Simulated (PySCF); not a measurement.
**Se⁺: ionisation energy**

Se⁺ [Ar] 3d10 4s2 4p3 (4S) → Se²⁺ [Ar] 3d10 4s2 4p2 (3P), as a difference of total energies. Computed with PySCF 2.14 in jorge-DZP-DKH, with the spin-free X2C one-electron Hamiltonian (Gaussian nucleus). Correlated levels: valence: [Ar] 3d10 frozen. The calculations carry no spin-orbit coupling.

| method | ionisation energy (eV) | difference from reference (eV) |
| --- | --- | --- |
| UHF | 20.921 | -0.275 |
| PBE0 | 21.393 | +0.197 |
| LDA | 21.483 | +0.287 |
| MP2 (valence) | 20.917 | -0.279 |
| SCS-MP2 (valence) | 20.851 | -0.345 |
| CCSD (valence) | 20.831 | -0.365 |
| CCSD(T) (valence) | 20.832 | -0.364 |

Reference: 21.196 ± 0.01 eV (measured; NIST Atomic Spectra Database, ionization energies).

The reference lies between the lowest fine-structure levels, while these numbers refer to the centres of the terms.

Errors of the correlated levels include the incompleteness of this basis and the frozen core.
